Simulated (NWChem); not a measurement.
System: SiHBrF2; SMILES F[SiH](F)Br

Here is an NWChem input.

```
start job
memory heap 200 mb stack 900 mb global 1100 mb
geometry units angstroms noautosym nocenter noautoz
  Si     0.372181     0.928584     0.000000
  F     -0.299977     1.589383    -1.288111
  F     -0.299977     1.589383     1.288111
  Br    -0.034359    -1.241447     0.000000
  H      1.819240     1.181372     0.000000
end
basis spherical
  * library def2-svp
end
dft
  xc m06-2x
  iterations 150
end
cosmo
  do_cosmo_smd true
  solvent dcm
end
task dft energy
```

Coordinates come from a B3LYP/6-31G* (spherical d) optimisation. Solvent: dichloromethane.

Level: M06-2X/def2-SVP with SMD (1 M gas to 1 M solution), gas-phase geometry. Reactions with the solvent are ignored.

Predict the main results of this run. (M06-2X/def2-SVP, SMD on the gas-phase geometry.) Quantities: solvation free energy (kcal/mol); cavity-dispersion-structure term (kcal/mol); dipole in solution (D).


- solvation free energy (kcal/mol) = -3.3
- cavity-dispersion-structure term (kcal/mol) = -1.6
- dipole in solution (D) = 1.61
